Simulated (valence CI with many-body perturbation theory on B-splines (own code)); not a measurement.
# I³¹⁺: key properties

Calculated by configuration interaction combined with many-body perturbation theory (CI+MBPT): four valence electrons over a frozen Dirac-Fock core [Ar], a basis of 9 s, 9 p, 10 d, 8 f, 5 g, 3 h, 1 i functions for each j, with the one-electron correlation potential Σ1 (screened to all orders), the two-electron term Σ2, the three-electron term Σ3, Breit, model QED; selected single and double excitations, second order for the rest (own B-spline code, finite nucleus).

No measured spectrum was set against this ion. As an estimate, large intervals hold to a few tenths of a per cent, small ones and those within an open d or f shell to about a per cent. Core correlation moves these levels by up to 8100 cm⁻¹, and in measured spectra 5 to 20 % of such shifts remained as error; rates that hang on mixing are uncertain with them. Only levels of the ground parity were solved; by the run's estimate the other parity begins above the list, which can be wrong where configurations are misplaced.

Levels are named by their leading jj configuration (3d3/2^4 stands for four electrons in 3d with j = 3/2), which in mixed levels can hold well under half, so a name can repeat and another be missing.

Rates and lifetimes use the calculated energies. Strong lines usually hold to 10 to 20 %, long lifetimes can be off by a factor of two.

(1) What is the ground level?

(2) Name the longest-lived excited levels whose lifetime is computed, and their main decay.

(3) How well does LS coupling describe the low levels?

(4) What is the ionisation energy?

Results:

(1) (3d3/2^4) J=0, composition 49 % 3d4 3P + 43 % 3d4 5D + 8 % 3d4 1S.

(2) (3d3/2^3 3d5/2) J=4 at 134170 cm⁻¹ lives 32600 s, mostly by E2 to (3d3/2^3 3d5/2) J=2.

(3) Among the lowest 20 levels the leading LS term, summed over configurations, holds 55 % on average. For single configurations the figures are 55 % in LS and 80 % in jj coupling. Terms mix most in the J = 4 level at 134170 cm⁻¹, where the leading one holds 32 %.

(4) 1911.9 eV; NIST lists 1911 ± 4 eV (theoretical).
